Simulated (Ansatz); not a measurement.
Born–Oppenheimer molecular dynamics of ClF2GeH (5 atoms, charge 0, multiplicity 1). It starts from a relaxed structure.

Computed with Ansatz 0.2.0, RHF/def2-SVP.

```
ensemble        : NVT, Nosé–Hoover chain
time step       : 0.5 fs
steps asked     : 250
set temperature : 1500 K
thermostat      : time constant 100 fs, chain length 3 (defaults)
seed            : 430409
```

First frame:

```xyz
5
Properties=species:S:1:pos:R:3
Ge 0.060 0.000 0.031
Cl -0.030 0.000 2.146
H 1.461 0.000 -0.524
F -0.806 1.350 -0.534
F -0.806 -1.350 -0.534
```

(1) How far do the bonds stretch over the last three quarters of this one trajectory? (Pairs bonded in most of those frames.)

## Answers

(1) 
```json
{"bond": "Ge1–Cl2", "mean (Å)": "2.139", "spread (Å)": "0.032", "shortest": "2.09", "longest": "2.19"}
{"bond": "Ge1–H3", "mean (Å)": "1.513", "spread (Å)": "0.031", "shortest": "1.46", "longest": "1.56"}
{"bond": "Ge1–F4", "mean (Å)": "1.705", "spread (Å)": "0.017", "shortest": "1.68", "longest": "1.73"}
{"bond": "Ge1–F5", "mean (Å)": "1.704", "spread (Å)": "0.036", "shortest": "1.65", "longest": "1.76"}
```

Mean temperature of the second half: 1086 K. The conserved energy stayed within 0.11 meV per atom of its start (net change 0.013 meV per atom), so the integration is sound. The mean temperature of the second half is 28 % below the set value. A run of 0.12 ps of so small a system gives no equilibrium averages.

Time of the run: 5.9 min on 1 thread of Arm Neoverse V1, with other jobs on the host, peak memory 0.16 GiB.
